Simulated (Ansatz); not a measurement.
Relaxation of ClF₃Zr (5 atoms, charge 0, multiplicity 1), to a largest force component of 0.02 eV/Å in at most 40 steps.

Computed with RKS BLYP/def2-mTZVP in Ansatz.

```xyz
5
Properties=species:S:1:pos:R:3
Zr 0.000 0.000 0.000
Cl 0.000 0.000 2.520
F 1.867 0.000 -0.659
F -0.933 1.616 -0.659
F -0.933 -1.616 -0.659
```

**Question.** Where does it end, and by what steps?

**Answer.** It converged. After 3 steps the energy has fallen by 0.224 eV; Cl2 moved furthest, 0.11 Å.

```csv
step,energy less start (eV),largest force component (eV/Å),accepted
0,0.0000,1.551,yes
1,-0.1607,1.463,yes
2,-0.2234,0.095,yes
3,-0.2239,0.016,yes
```

```xyz
5
Properties=species:S:1:pos:R:3
Zr 0.000 0.000 0.025
Cl 0.000 0.000 2.406
F 1.814 0.000 -0.629
F -0.906 1.570 -0.630
F -0.906 -1.570 -0.630
```

Whether the end is a true minimum wasn't checked by a vibrational analysis.

Run time: 11 s on 2 threads of Arm Neoverse V1, with other jobs on the host, peak memory 0.15 GiB.
